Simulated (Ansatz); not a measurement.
Li5Al3⁻. Charge -1, multiplicity 2. Geometry r2SCAN-D4/def2-SVP, that of the neutral singlet; atoms count from 1.

```csv
atom,x (Å),y (Å),z (Å)
Al1,0.2327,-0.6121,-0.6216
Al2,-0.6474,-0.9334,1.7577
Al3,-0.4815,1.5252,0.7550
Li4,1.7992,1.6200,-0.6623
Li5,-0.8738,1.5383,-1.9040
Li6,1.2716,-1.2313,-2.8669
Li7,0.1107,-3.1066,0.3296
Li8,-1.4114,1.1999,3.2126
```

The highest occupied level of the charge -1 doublet lies above zero (up to 0.12 eV). By energy differences its removal costs 0.74 eV (vertical, to the charge 0 singlet, at PBE0-D4/def2-TZVPD); a positive level beside a positive removal energy at the same level points to self-interaction error. Another isomer (singlet) lies 0.03 eV lower at PBE0-D4/def2-TZVP; other spin states weren't run for this one.

Estimate the Mulliken populations from the PBE0/def2-TZVPD orbitals of Ansatz.


```csv
atom,charge (e),spin (α − β)
Al1,-0.73,0.22
Al2,-0.33,0.13
Al3,-0.73,0.00
Li4,0.33,0.16
Li5,0.32,0.14
Li6,0.21,0.26
Li7,-0.10,0.03
Li8,0.03,0.06
```
Mulliken values and Mayer orders depend strongly on the basis. With diffuse functions, as here, like atoms can get unlike values, and bond orders can come out too low or too high.

Where does the spin sit?

Summed by element: Al 0.34, Li 0.66, of 1 unpaired in all. Largest on single atoms: Li6 0.26, Al1 0.22, Li4 0.16.

And the Mayer bond orders between bonded heavy atoms (over 0.3)?

Al1–Al2 0.39 (2.56 Å); Al1–Al3 0.66 (2.64 Å); Al1–Li4 0.32 (2.73 Å); Al1–Li6 0.93 (2.55 Å); Al1–Li7 0.49 (2.67 Å); Al2–Al3 0.67 (2.66 Å); Al2–Li7 0.67 (2.71 Å); Al2–Li8 0.61 (2.69 Å); Al3–Li4 0.41 (2.69 Å); Al3–Li5 0.45 (2.69 Å); Al3–Li8 0.63 (2.65 Å).
